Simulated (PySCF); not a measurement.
PySCF input (BP86/6-31G* (5d)):

```python
from pyscf import gto, dft

mol = gto.M(
    atom='''
    C    -1.97374600   -0.94679800   -0.09092200
    Si   -0.99111200    0.66184200   -0.12650000
    O     0.48755000    0.53491400    0.47791800
    Si    1.85950400   -0.44178600   -0.12512400
    H    -1.45931700   -1.70028800   -0.69159300
    H    -2.05661700   -1.32977200    0.92925500
    H    -2.98280400   -0.80606800   -0.49172600
    H    -1.03467200    1.15063200   -1.54230300
    H    -1.76912600    1.66856600    0.66653900
    H     2.11365300   -1.24066300    1.17527100
    H     2.97346600    0.57829800    0.19949700
    ''',
    basis='6-31g*',
    charge=-1,
    spin=0,
    verbose=4,
)

mf = dft.RKS(mol, xc='bp86')
mf.grids.level = 3
mf.conv_tol = 1e-9
mf.max_cycle = 100
mf.max_memory = 1500
mf.kernel()
if not mf.converged:
    mf = mf.newton()
    mf.kernel(mf.make_rdm1())
mf.dip_moment()
```

From the output:

```
nuclear repulsion = 215.407467020569
number of shells = 42
number of NR pGTOs = 184
number of NR cGTOs = 78
basis = 6-31g*
ecp = {}

******** <class 'pyscf.dft.rks.RKS'> ********
method = RKS
initial guess = minao
damping factor = 0
level_shift factor = 0
DIIS = <class 'pyscf.scf.diis.CDIIS'>
diis_start_cycle = 1
diis_space = 8
diis_damp = 0
SCF conv_tol = 1e-09
SCF conv_tol_grad = None
SCF max_cycles = 100
direct_scf = True
direct_scf_tol = 1e-13
XC library pyscf.dft.libxc version 7.1.2
    S. Lehtola, C. Steigemann, M. J. T. Oliveira, and M. A. L. Marques,  SoftwareX 7, 1–5 (2018)
XC functionals = bp86
    A. D. Becke,  Phys. Rev. A 38, 3098 (1988)
    J. P. Perdew,  Phys. Rev. B 33, 8822 (1986)
    J. P. Perdew,  Phys. Rev. B 34, 7406–7406 (1986)
radial grids:
    Treutler-Ahlrichs [JCP 102, 346 (1995); DOI:10.1063/1.469408] (M4) radial grids

becke partition: Becke, JCP 88, 2547 (1988); DOI:10.1063/1.454033
pruning grids: <function nwchem_prune>
grids dens level: 3
symmetrized grids: False
atomic radii adjust function: <function treutler_atomic_radii_adjust>
small_rho_cutoff = 0
Set gradient conv threshold to 3.16228e-05
Initial guess from minao.
tot grids = 135216
init E= -696.511381987593
  HOMO = -0.213186768469808  LUMO = -0.0696477512657174  gap/eV = 3.90590
cycle= 1 E= -696.384044492337  delta_E= 0.127  |g|= 0.981  |ddm|= 2.87
  HOMO = 0.157748216274119  LUMO = 0.226527802984353  gap/eV = 1.87159
cycle= 2 E= -694.839733028913  delta_E= 1.54  |g|= 2.69  |ddm|= 4.86
  HOMO = 0.054280437491586  LUMO = 0.168777975480765  gap/eV = 3.11564
cycle= 3 E= -696.564323702166  delta_E= -1.72  |g|= 0.359  |ddm|= 4.38
  HOMO = 0.0451846342081725  LUMO = 0.164672992393618  gap/eV = 3.25144
cycle= 4 E= -696.589873866673  delta_E= -0.0256  |g|= 0.201  |ddm|= 0.562
  HOMO = 0.0430846077891762  LUMO = 0.164262570941151  gap/eV = 3.29742
cycle= 5 E= -696.599760421738  delta_E= -0.00989  |g|= 0.0266  |ddm|= 0.187
  HOMO = 0.0456460635660365  LUMO = 0.165349311001656  gap/eV = 3.25729
cycle= 6 E= -696.600020128649  delta_E= -0.00026  |g|= 0.0066  |ddm|= 0.06
  HOMO = 0.0451637343671014  LUMO = 0.165282185806441  gap/eV = 3.26859
cycle= 7 E= -696.600036336507  delta_E= -1.62e-05  |g|= 0.00183  |ddm|= 0.0148
  HOMO = 0.0450898429002482  LUMO = 0.165134276579631  gap/eV = 3.26658
cycle= 8 E= -696.600037273883  delta_E= -9.37e-07  |g|= 0.000414  |ddm|= 0.00299
  HOMO = 0.0450881041885287  LUMO = 0.165141224963145  gap/eV = 3.26681
cycle= 9 E= -696.600037362433  delta_E= -8.85e-08  |g|= 8.57e-05  |ddm|= 0.00051
  HOMO = 0.0450735929166646  LUMO = 0.165131570921197  gap/eV = 3.26694
cycle= 10 E= -696.600037364412  delta_E= -1.98e-09  |g|= 2.34e-05  |ddm|= 0.000176
  HOMO = 0.0450784553050281  LUMO = 0.165134237496797  gap/eV = 3.26688
cycle= 11 E= -696.600037364635  delta_E= -2.24e-10  |g|= 5.32e-06  |ddm|= 5.55e-05
  HOMO = 0.0450775605763596  LUMO = 0.165133827584078  gap/eV = 3.26690
Extra cycle  E= -696.600037364634  delta_E= 1.82e-12  |g|= 5.68e-06  |ddm|= 1.99e-05
converged SCF energy = -696.600037364634

WARN: System has nonzero charge -1; the dipole moment is origin-dependent.
Location of origin: [0. 0. 0.]

Dipole moment(X, Y, Z, Debye): -5.97846,  0.39760,  0.40734
```

The dipole moment of an ion depends on the origin.

The geometry given is a B3LYP-D3(BJ)/def2-TZVP minimum.
